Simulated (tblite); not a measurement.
Species: C7H11OP.
Cartesian coordinates in Å at the GFN2-xTB level; atoms count from 1:
```
atom  x, y, z in Å
C1    -2.7322   -0.1342   -1.0504
C2    -1.3308    0.2593   -0.5906
C3    -1.2730    0.4273    0.9223
P4    -0.1169   -1.0198   -1.2418
C5     1.3897   -0.4316   -0.4258
C6     2.1859    0.6831   -0.8190
C7     3.2429    0.7078    0.0323
O8     3.1715   -0.3063    0.9118
C9     2.0531   -0.9916    0.6294
H10   -3.0228   -1.0861   -0.6077
H11   -3.4586    0.6196   -0.7508
H12   -2.7670   -0.2377   -2.1336
H13   -1.0540    1.2076   -1.0696
H14   -1.9909    1.1817    1.2410
H15   -1.5178   -0.5106    1.4189
H16   -0.2824    0.7404    1.2452
H17   -0.3980   -1.9785   -0.2578
H18    1.9818    1.3622   -1.6217
H19    4.0838    1.3680    0.1130
H20    1.8303   -1.8499    1.2323
```

Level: GFN2-xTB in tblite, geometry and Hessian alike; calculated harmonic values, unscaled, isolated species. This tight-binding method is rough: wavenumbers can miss measured ones by several per cent, in bad cases by 10 to 20. Modes of hydrogen on phosphorus can be 10 to 20 % off. One conformer, not necessarily the lowest.

Harmonic wavenumbers (cm⁻¹): 35.6, 43.4, 81.8, 200.0, 216.1, 238.9, 242.2, 283.3, 336.8, 398.0, 482.3, 597.4, 608.9, 645.1, 751.4, 777.5, 824.1, 833.1, 849.4, 860.1, 925.7, 930.7, 940.1, 980.2, 1034.9, 1064.9, 1068.5, 1133.9, 1155.3, 1168.1, 1200.0, 1209.6, 1245.9, 1293.2, 1349.6, 1405.7, 1417.5, 1459.4, 1488.9, 1491.9, 1499.2, 1500.7, 1552.3, 2241.0, 2898.2, 3009.3, 3012.0, 3013.9, 3019.5, 3025.5, 3033.0, 3165.0, 3165.7, 3183.1.

A = 3164, B = 780.1, C = 746.2 MHz; mass 142.055 u (most abundant isotopes); point group C1, symmetry number 1.

Problem. Zero-point energy?

Solution. ½Σν̃ = 35294 cm⁻¹ = 422.21 kJ/mol.

Problem. What is S at 200 K and 1 bar for an ideal gas of classical rigid rotors and harmonic oscillators?

Solution. Translation 162.37, rotation 118.64, vibration 84.09: S = 365.1 J/(mol K).

Problem. And Cp and H(200 K) − H(0)?

Solution. Cp = 117.99 J/(mol K), of which vibrations give 84.73 (their classical limit is 54 R = 449.0); H(200 K) − H(0) = 15.33 kJ/mol without the zero-point energy, 8.68 from vibrations.

Problem. Which modes carry the vibrational entropy at 200 K?

Solution. 35.6 cm⁻¹: 19.66; 43.4 cm⁻¹: 18.03; 81.8 cm⁻¹: 12.84; 200.0 cm⁻¹: 5.97; 216.1 cm⁻¹: 5.44; 238.9 cm⁻¹: 4.77 J/(mol K); the other 48 give 17.39 together.

Problem. How do the functions run with temperature in this model?

Solution. 
| T (K) | S (J/(mol K)) | Cp (J/(mol K)) | H − H(0) (kJ/mol) | G − H(0) (kJ/mol) | ln q(vib) |
| --- | --- | --- | --- | --- | --- |
| 100 | 299.0 | 77.4 | 5.56 | -24.34 | 2.25 |
| 300 | 421.4 | 163.5 | 29.37 | -97.05 | 7.49 |
| 500 | 525.7 | 247.9 | 70.92 | -191.92 | 12.70 |
| 800 | 661.5 | 328.5 | 158.53 | -370.64 | 20.38 |
| 1000 | 738.7 | 362.9 | 227.85 | -510.81 | 25.20 |

q(vib) and H(0) count from the zero-point level.

Problem. What must be added to the electronic energy to get the Gibbs energy at 200 K and 1 bar?

Solution. ZPE + [H(200 K) − H(0)] − T·S = 422.21 + 15.33 − 73.02 = 364.52 kJ/mol.

Hindered rotation and anharmonicity are outside this model. Other conformers, if any are populated, would add a mixing term that is left out. The structure is chiral; the term R ln 2 for an equal mix with its mirror image is left out.
